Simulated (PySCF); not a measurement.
## Name the molecule from its bond curve

A diatomic of charge +1 contains C. Its quartet curve at PBE0 in a double-zeta basis (scalar-relativistic core potentials, PySCF), in eV from the separated fragments:

| R (Å) | E (eV) |
| --- | --- |
| 2.019 | -1.734 |
| 2.113 | -2.155 |
| 2.207 | -2.393 |
| 2.278 | -2.478 |
| 2.348 | -2.502 |
| 2.418 | -2.476 |
| 2.512 | -2.383 |
| 2.630 | -2.202 |
| 2.771 | -1.930 |
| 2.958 | -1.532 |

The fit gives ωe = 509 cm⁻¹ and the rotational constant Bₑ = 0.2907 cm⁻¹.

Task: Which atom is the partner?

Result: The minimum lies at 2.343 Å, so the reduced mass is 16.8576 u Å² cm⁻¹/(Bₑ·Re²) = 10.56 u. With C at 12.00 u the partner weighs about 88.0 u: Sr. The molecule is SrC⁺.

Spin–orbit coupling is left out. The state was picked by a PBE0 search and need not be the measured ground state.
